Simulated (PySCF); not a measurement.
**Electron correlation in Te (tellurium, neutral)**

[Kr] 4d10 5s2 5p3 5d1, high-spin 5D determinant (an excited configuration). All numbers are calculated (PySCF 2.14, scalar relativity by spin-free X2C-1e, in x2c-TZVPPall with one added diffuse shell each of s, p, d, f type (9s7p5d3f, 76 functions)). Frozen: [Ar] 3d10; 24 electrons correlated.

MP2 pair energies summed by pair of shells (mhartree):

```tsv
pair	energy	share (%)
4d-4d	-234.22	44.4
4p-4d	-57.23	10.9
4d-5s	-54.90	10.4
4d-5p	-52.51	10.0
5s-5p	-37.60	7.1
4p-4p	-22.74	4.3
4s-4d	-13.61	2.6
5p-5p	-11.58	2.2
4s-4p	-8.07	1.5
4p-5s	-7.48	1.4
5s-5s	-7.38	1.4
5p-5d	-6.31	1.2
4p-5p	-4.34	0.8
5s-5d	-3.98	0.8
4d-5d	-2.31	0.4
4s-4s	-1.91	0.4
4s-5s	-0.53	0.1
4s-5p	-0.50	0.1
4p-5d	-0.15	0.0
4s-5d	-0.02	0.0
```

Total MP2 correlation energy: -527.37 mhartree.

Same-spin part -198.20 and opposite-spin part -329.17 mhartree; SCS-MP2 scales them by 1/3 and 6/5 to -461.07 mhartree.

This basis was not built for core-valence correlation, so the inner-shell part is incomplete.
